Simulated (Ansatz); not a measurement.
C2H5N, charge +1, doublet, geometry from GFN2-xTB (a state made from the parent by changing its charge; the spin is typed, not shown lowest); HSE06/3-21G (Ansatz, an electronic-structure program).

Ansatz was given this input:
Ansatz 0.2 input:
```yaml
crystal:
  periodic: [false, false, false]
  atoms:
    - {symbol: C, position_ang: [1.20157037, -0.25563874, 0.05020774]}
    - {symbol: N, position_ang: [-0.07361319, 0.19577290, 0.07806270]}
    - {symbol: C, position_ang: [-1.27780004, 0.16328114, -0.10230544]}
    - {symbol: H, position_ang: [1.82084780, 0.42578309, -0.54672561]}
    - {symbol: H, position_ang: [1.59802141, -0.30357954, 1.07231238]}
    - {symbol: H, position_ang: [1.29216775, -1.26554991, -0.39227970]}
    - {symbol: H, position_ang: [-1.82455331, -0.67618151, -0.55572515]}
    - {symbol: H, position_ang: [-1.91381327, 1.00326311, 0.18856539]}
basis:
  gaussian:
    orbitals: 3-21G.json
hamiltonian:
  xc: hse06
total_charge: 1
magnetization: {spin_polarized: true, initial_magnetization: 1}
```
The basis file holds 3-21G in the JSON format of the Basis Set Exchange.

Output, abridged:

```
Functional definition: HSE06
488 factors; integrals over basis functions are off by at most 1.0e-3 eV
79 factors; integrals over basis functions are off by at most 4.2e-7 eV
mean field evaluation 1: about -3604.9851 eV, gradient 3.7e1 eV
mean field evaluation 2: about -3600.6045 eV, gradient 4.6e1 eV
mean field evaluation 4: about -3611.0156 eV, gradient 1.7e0 eV
mean field evaluation 8: about -3611.0769 eV, gradient 1.3e-1 eV
mean field evaluation 16: about -3611.0776 eV, gradient 1.0e-4 eV
mean field -3611.07755250 eV, -132.7046523782 hartree, gradient 1.0e-5 eV, S^2 0.761019; 0 other end points of the search recorded, 0 dependent functions left out
reference -3611.07757011 eV, -132.7046530252 hartree; 12, 11 occupied and 25, 26 virtual orbitals, 488 factors
Total energy: -3611.07757011 eV, -132.7046530252 hartree
```
